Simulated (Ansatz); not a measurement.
`C#C[SiH2]C(=O)O` → `C#CC(=O)O` + `[SiH2]` at 600 K and 1 bar (silylene formation by 1,1-elimination).

Gas-phase electronic energies from Ansatz, PBE0-D4/def2-TZVP geometries. CCSD(T)/CBS is the MP2 limit (def2-TZVPP, def2-QZVPP) plus CCSD(T) − MP2 in def2-TZVPP, frozen cores. This one scheme is used for every species. Each species was taken in one conformer, which may not be the lowest.

| species | CCSD(T)/CBS energy (Eh) | H − E (kJ/mol) | S (J/(mol·K)) |
| --- | --- | --- | --- |
| `C#C[SiH2]C(=O)O` | -555.93510 | 223.5 | 458.6 |
| `C#CC(=O)O` | -265.63711 | 157.8 | 358.0 |
| `[SiH2]` | -290.19011 | 52.1 | 233.9 |

H − E and S are ideal-gas, rigid-rotor, harmonic terms from PBE0-D4/def2-TZVP, for one conformer and one mirror image of each species. 1 Eh = 2625.50 kJ/mol, R = 8.31446 J/(mol·K).

Task: By hand: ΔE, ΔH, ΔS and ΔG.

Result: ΔE = (-265.63711) + (-290.19011) − (-555.93510) = 0.10788 Eh = 283.2 kJ/mol. Δ(H − E) = 157.8 + 52.1 − 223.5 = -13.6, so ΔH = 269.6 kJ/mol. ΔS = 358.0 + 233.9 − 458.6 = 133.3 J/(mol·K). ΔG = 269.6 − 600 × (133.3)/1000 = 189.6 kJ/mol.

Task: By hand: the equilibrium constant, and the temperature at which ΔG would vanish if ΔH and ΔS stayed fixed.

Result: log₁₀ K = −ΔG/(RT ln 10) = -16.5. ΔG = 0 at ΔH/ΔS = 2023 K.

The number of gas molecules changes by +1, which sets the sign of ΔS. A doubt of 5 kJ/mol in ΔE shifts log₁₀ K by 0.4 here. Other conformers and mirror images would add mixing entropy, several J/(mol·K) or more a flexible species. Modes under 60 cm⁻¹, often nearly free rotors, make the harmonic entropy too high. These are equilibria of isolated gas molecules and say nothing of rates. Largest T1 diagnostic: 0.016 (customary marks: 0.02 for closed shells, 0.045 for open ones).
